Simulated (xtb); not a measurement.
C$_{4}$H$_{11}$In, charge -1, doublet, at the geometry of the source list (GFN-xTB shapes and energies of metal compounds can be far from the true ones) (a state made from the parent by changing its charge; the spin is typed, not shown lowest); GFN1-xTB with GBSA(water) (xtb).

Input for xtb:
```
$ xtb mol.xyz --gfn 1 --chrg -1 --uhf 1 --gbsa water --json

# file mol.xyz
16

In     0.03330000     0.54080000     0.40290000
C      1.56490000     1.73040000    -0.73980000
H      2.54730000     1.26800000    -0.64990000
H      1.61210000     2.74540000    -0.34740000
H      1.29910000     1.77500000    -1.79570000
C     -1.47530000     1.59630000     1.69950000
H     -2.29370000     0.92340000     1.95220000
H     -1.87420000     2.46290000     1.17270000
H     -1.00200000     1.93730000     2.61980000
C     -0.00770000    -1.72390000     0.22710000
C     -0.09270000    -2.17200000    -1.22770000
H     -0.86620000    -2.09640000     0.79260000
H      0.89640000    -2.12900000     0.69020000
H      0.75630000    -1.79150000    -1.79940000
H     -1.00820000    -1.80430000    -1.69480000
H     -0.08920000    -3.26230000    -1.30220000
```

Q: What does xtb print? Leave out banner, timings and long lists.

A: 
```
   ID    Z sym.   atoms
    1   49 In     1
    2    6 C      2, 6, 10, 11
    3    1 H      3-5, 7-9, 12-16

           -------------------------------------------------
          |                Calculation Setup                |
           -------------------------------------------------

           -------------------------------------------------
          |                 G F N 1 - x T B                 |
           -------------------------------------------------

      * Solvation model:               GBSA
        Solvent                        water
        Parameter file                 internal GFN1-xTB/GBSA
        Dielectric constant                7.8500E+01
        Reference state                gsolv [1 M gas/solution]
        Free energy shift                  2.0755E-03 Eh       1.3024E+00 kcal/mol
        Temperature                        2.9815E+02 K
        Density                            9.9800E-01 kg/L
        Solvent mass                       1.8000E+01 g/mol
        Interaction kernel             Still
        Born radius scaling (c1)           1.5808E+00
        Born radii integrator          GBOBC
        Born offset                        1.3596E-02 a0       2.5692E-02 AA
        H-bond correction              true
        Ion screening                  false
        Surface tension                    1.0000E-05 Eh       1.5569E+01 dyn/cm
        Grid points                               230 per atom

          ...................................................
          :                      SETUP                      :
          :.................................................:
          :  # basis functions                  48          :
          :  # atomic orbitals                  47          :
          :  # shells                           33          :
          :  # electrons                        31          :
          :  # halogen bonds                     0          :
          :  max. iterations                   250          :
          :  Hamiltonian                  GFN1-xTB          :
          :  restarted?                      false          :
          :  GBSA solvation                   true          :
          :  PC potential                    false          :
          :  electronic temp.          300.0000000     K    :
          :  accuracy                    1.0000000          :
          :  -> integral cutoff          0.2500000E+02      :
          :  -> integral neglect         0.1000000E-07      :
          :  -> SCF convergence          0.1000000E-05 Eh   :
          :  -> wf. convergence          0.2000000E-04 e    :
          :  Broyden damping             0.4000000          :
          :  net charge                         -1          :
          :  unpaired electrons                  1          :
          ...................................................

 iter      E             dE          RMSdq      gap      omega  full diag
   1    -16.2323128 -0.162323E+02  0.767E+00    0.94       0.0  T
   2    -16.2457997 -0.134869E-01  0.466E+00    1.02       1.0  T
   3    -16.2464045 -0.604751E-03  0.486E-01    1.07       1.0  T
   4    -16.2475227 -0.111821E-02  0.745E-02    1.08       1.0  T
   5    -16.2475460 -0.233129E-04  0.251E-02    1.07       1.0  T
   6    -16.2475469 -0.899450E-06  0.237E-03    1.06      10.6  T
   7    -16.2475469 -0.718453E-08  0.654E-04    1.06      38.2  T
   8    -16.2475469 -0.352123E-08  0.935E-05    1.06     267.5  T
   9    -16.2475469 -0.102283E-10  0.438E-05    1.06     570.4  T

   *** convergence criteria satisfied after 9 iterations ***

         :::::::::::::::::::::::::::::::::::::::::::::::::::::
         ::                     SUMMARY                     ::
         :::::::::::::::::::::::::::::::::::::::::::::::::::::
         :: total energy             -16.045838830459 Eh    ::
         :: total w/o Gsasa/hb       -16.046791768117 Eh    ::
         :: gradient norm              0.083249781527 Eh/a0 ::
[...]
        17                         -0.1414209              -3.8483 (LUMO)
        18                         -0.1273546              -3.4655
        19                         -0.1209014              -3.2899
        20                         -0.1163694              -3.1666
        21                         -0.1108553              -3.0165
        22                         -0.1039471              -2.8285
        23                         -0.0835166              -2.2726
        24                         -0.0712637              -1.9392
        25                         -0.0325415              -0.8855
        26                         -0.0150783              -0.4103
        27                         -0.0137780              -0.3749
       ...                                ...                  ...
        47                          0.5632115              15.3258
      -------------------------------------------------------------
                  HL-Gap            0.0391223 Eh            1.0646 eV
             Fermi-level           -0.2111677 Eh           -5.7462 eV

  Mulliken/CM5 charges         n(s)   n(p)   n(d)
     1In    0.16021  0.15640   1.798  0.936  0.105
     2C    -0.32098 -0.47161   1.036  3.285  0.000
     3H    -0.02067  0.03010   1.021  0.000  0.000
     4H    -0.01718  0.03367   1.017  0.000  0.000
     5H    -0.02012  0.03061   1.020  0.000  0.000
     6C    -0.32451 -0.47508   1.035  3.289  0.000
     7H    -0.02073  0.03006   1.021  0.000  0.000
     8H    -0.01665  0.03411   1.017  0.000  0.000
     9H    -0.01690  0.03385   1.017  0.000  0.000
    10C    -0.27176 -0.38315   1.046  3.226  0.000
    11C    -0.05416 -0.20424   0.999  3.055  0.000
    12H    -0.02280  0.03090   1.023  0.000  0.000
    13H    -0.02375  0.02991   1.024  0.000  0.000
    14H    -0.00643  0.04541   1.006  0.000  0.000
    15H    -0.00893  0.04285   1.009  0.000  0.000
    16H    -0.01464  0.03620   1.015  0.000  0.000

Wiberg/Mayer (AO) data.
largest (>0.10) Wiberg bond orders for each atom

 ---------------------------------------------------------------------------
     #   Z sym  total        # sym  WBO       # sym  WBO       # sym  WBO
 ---------------------------------------------------------------------------
     1  49 In   2.037 --     2 C    0.591     6 C    0.584    10 C    0.517
     2   6 C    3.762 --     4 H    0.968     3 H    0.965     5 H    0.961
                             1 In   0.591     6 C    0.112    10 C    0.111
     3   1 H    1.040 --     2 C    0.965
     4   1 H    1.031 --     2 C    0.968
     5   1 H    1.042 --     2 C    0.961
     6   6 C    3.751 --     7 H    0.969     8 H    0.964     9 H    0.961
                             1 In   0.584     2 C    0.112    10 C    0.109
     7   1 H    1.039 --     6 C    0.969
     8   1 H    1.032 --     6 C    0.964
     9   1 H    1.035 --     6 C    0.961
    10   6 C    3.755 --    11 C    1.017    12 H    0.965    13 H    0.961
                             1 In   0.517     2 C    0.111     6 C    0.109
    11   6 C    3.994 --    10 C    1.017    16 H    0.989    15 H    0.986
                            14 H    0.986
    12   1 H    1.029 --    10 C    0.965
    13   1 H    1.032 --    10 C    0.961
    14   1 H    1.011 --    11 C    0.986
    15   1 H    1.014 --    11 C    0.986
    16   1 H    1.013 --    11 C    0.989
 ---------------------------------------------------------------------------

Topologies differ in total number of bonds
Writing topology from bond orders to xtbtopo.mol

 dipole moment from electron density (au)
     X       Y       Z
  -0.0640  -0.9920  -0.6663  total (Debye):    3.042

           -------------------------------------------------
          | TOTAL ENERGY              -16.045838830459 Eh   |
          | GRADIENT NORM               0.083249781527 Eh/α |
          | HOMO-LUMO GAP               1.064570926490 eV   |
           -------------------------------------------------

normal termination of xtb
```
